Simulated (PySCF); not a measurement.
**The 30-electron isoelectronic series, non-relativistic**

Calculated with PySCF 2.14 from differences of total energies of unrestricted determinants, without spin-orbit coupling. Each ion has its own even-tempered basis scaled to its charge (19s13p10d5f5g for the first); frozen: [Ne]. Ionisation energies in eV, correlation energies of the ion in mhartree.

```json
{"ion": "Rb(7+)", "configuration": "[Ar] 3d10 4s2 (1S)", "UHF": "128.53", "LDA": "131.86", "PBE": "131.42", "PBE0": "130.91", "r2SCAN": "130.47", "MP2 (outer shells)": "130.63", "E_corr MP2": "-936.3", "NIST (with spin-orbit, Breit and QED)": "132.79 ± 0.25 (s)"}
{"ion": "Nd(30+)", "configuration": "[Ar] 3d10 4s2 (1S)", "UHF": "1144.3", "LDA": "1150.1", "PBE": "1150.2", "PBE0": "1149.0", "r2SCAN": "1146.2", "MP2 (outer shells)": "1147.3", "E_corr MP2": "-948.9", "NIST (with spin-orbit, Breit and QED)": "1191 ± 4 (t)"}
{"ion": "Gd(34+)", "configuration": "[Ar] 3d10 4s2 (1S)", "UHF": "1413.3", "LDA": "1419.5", "PBE": "1419.7", "PBE0": "1418.4", "r2SCAN": "1415.3", "MP2 (outer shells)": "1416.5", "E_corr MP2": "-954.5", "NIST (with spin-orbit, Breit and QED)": "1481 ± 5 (t)"}
{"ion": "Dy(36+)", "configuration": "[Ar] 3d10 4s2 (1S)", "UHF": "1558.1", "LDA": "1564.4", "PBE": "1564.7", "PBE0": "1563.3", "r2SCAN": "1560.0", "MP2 (outer shells)": "1561.2", "E_corr MP2": "-957.7", "NIST (with spin-orbit, Breit and QED)": "1638 ± 5 (t)"}
{"ion": "Er(38+)", "configuration": "[Ar] 3d10 4s2 (1S)", "UHF": "1709.6", "LDA": "1716.2", "PBE": "1716.5", "PBE0": "1715.1", "r2SCAN": "1711.6", "MP2 (outer shells)": "1712.9", "E_corr MP2": "-960.1", "NIST (with spin-orbit, Breit and QED)": "1803 ± 4 (t)"}
{"ion": "Yb(40+)", "configuration": "[Ar] 3d10 4s2 (1S)", "UHF": "1868.0", "LDA": "1874.7", "PBE": "1875.2", "PBE0": "1873.6", "r2SCAN": "1870.0", "MP2 (outer shells)": "1871.3", "E_corr MP2": "-962.9", "NIST (with spin-orbit, Breit and QED)": "1978 ± 4 (t)"}
{"ion": "Hf(42+)", "configuration": "[Ar] 3d10 4s2 (1S)", "UHF": "2033.2", "LDA": "2040.1", "PBE": "2040.6", "PBE0": "2039.0", "r2SCAN": "2035.2", "MP2 (outer shells)": "2036.6", "E_corr MP2": "-966.0", "NIST (with spin-orbit, Breit and QED)": "2159 ± 4 (t)"}
{"ion": "W(44+)", "configuration": "[Ar] 3d10 4s2 (1S)", "UHF": "2205.5", "LDA": "2212.5", "PBE": "2213.0", "PBE0": "2211.4", "r2SCAN": "2207.5", "MP2 (outer shells)": "2208.9", "E_corr MP2": "-968.6", "NIST (with spin-orbit, Breit and QED)": "2354.5 ± 1.4 (s)"}
{"ion": "Os(46+)", "configuration": "[Ar] 3d10 4s2 (1S)", "UHF": "2384.2", "LDA": "2391.4", "PBE": "2392.0", "PBE0": "2390.3", "r2SCAN": "2386.2", "MP2 (outer shells)": "2387.6", "E_corr MP2": "-972.0", "NIST (with spin-orbit, Breit and QED)": "2552 ± 4 (t)"}
{"ion": "Pt(48+)", "configuration": "[Ar] 3d10 4s2 (1S)", "UHF": "2570.0", "LDA": "2577.3", "PBE": "2578.0", "PBE0": "2576.3", "r2SCAN": "2572.0", "MP2 (outer shells)": "2573.5", "E_corr MP2": "-975.1", "NIST (with spin-orbit, Breit and QED)": "2762 ± 4 (t)"}
```

Each ion has its own basis, which adds noise of up to about 0.1 % along the series.

NIST values marked (s) are semi-empirical, (t) theoretical. Open shells are high-spin determinants of the terms that Hund's rules give.

All relativistic terms are absent from the calculated values; where these lie close to NIST, scalar and spin-orbit shifts of opposite sign can cancel.
